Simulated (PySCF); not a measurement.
# Computed properties of Ga(H)2(OSiH3) (GaH5OSi), SMILES [SiH3][O][GaH2]

Ga(H)2(OSiH3) (GaH5OSi), SMILES [SiH3][O][GaH2]. Geometry: PBE0-D3(BJ)/def2-SVP. One conformer was computed; it need not be the lowest. All values are computed for the isolated molecule unless a solvent is named; none is compared with measurement here.

**Structure.** The optimised structure has Cs symmetry. All 18 harmonic modes at PBE0-D3(BJ)/def2-SVP (PySCF) are real, so it is a minimum. With heavy atoms numbered as in [GaH2:1][O:4][SiH3:5], the shortest bond between them is O4–Si5 at 1.652 Å and the longest Ga1–O4 at 1.786 Å.

**Vibrations.** The strongest infrared lines (harmonic, unscaled, degenerate partners summed) lie at 995 cm⁻¹ (434 km/mol, H 84 %, Si 14 %), 1032 cm⁻¹ (254 km/mol, O 76 %, Si 12 %, H 10 %), 731 cm⁻¹ (237 km/mol, H 95 %). The softest mode is at 63 cm⁻¹ and the zero-point energy is 26.8 kcal/mol.

**Electronic structure.** HF/def2-TZVPD (PySCF) places the frontier levels at -11.70 and 1.06 eV, a gap of 12.76 eV, and gives a dipole moment of 1.54 D and a mean polarisability of 54.4 bohr³.

**Excitations.** TDDFT-CAM-B3LYP/def2-SVPD (PySCF) has S1 at 5.51 eV (225 nm, f = 0.000, dark); the most intense of the 10 singlets computed lies at 7.93 eV (f = 0.11). T1 (TDA) is at 5.14 eV. No vertical singlet excitation falls in the visible range (under 3.1 eV).

**NMR.** GIAO shifts at HF/pcSseg-1 (PySCF) (non-relativistic, atoms alike by connectivity averaged): ¹H from 4.9 to 5.0 ppm against TMS; ²⁹Si at -42.5 ppm against TMS.
